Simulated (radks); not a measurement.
Question: Yb XVI, 55 electrons, occupied as [Kr] 4d10 4f7 5p2 (not the ground configuration). Calculated with a radial shooting solver on a logarithmic mesh with Libxc functionals: Dirac Kohn-Sham, XLYP, spin-unpolarised, spherical densities, finite nucleus; open shells are shared between the two j in proportion to 2j + 1; Fermi nuclear charge, rms radius 5.3108 fm. Some entries of the table are withheld. Estimate them.

orbital      occ.  eigenvalue (eV)  r(max) (bohr)
1s1/2           2        -61520.63        0.01237
2s1/2           2        -10717.19        0.07077
2p1/2           2        -10240.16            (1)
2p3/2           4        -9192.921            (2)
3s1/2           2        -2697.913         0.1997
3p1/2           2        -2487.192         0.1875
3p3/2           4        -2264.797         0.2008
3d3/2           4        -1905.505         0.1581
3d5/2           6        -1856.960         0.1618
4s1/2           2        -808.9001         0.4523
4p1/2           2        -722.8300            (3)
4p3/2           4        -669.7000            (4)
4d3/2           4        -527.0946            (5)
4d5/2           6        -516.9434            (6)
4f5/2           3        -339.1123         0.4440
4f7/2           4        -337.0719         0.4477
5p1/2    0.666667        -304.4474         0.9873
5p3/2     1.33333        -290.7493          1.037

Answer: 
(1) 2p1/2 r(max) (bohr): 0.05296
(2) 2p3/2 r(max) (bohr): 0.05938
(3) 4p1/2 r(max) (bohr): 0.4528
(4) 4p3/2 r(max) (bohr): 0.4798
(5) 4d3/2 r(max) (bohr): 0.4768
(6) 4d5/2 r(max) (bohr): 0.4851
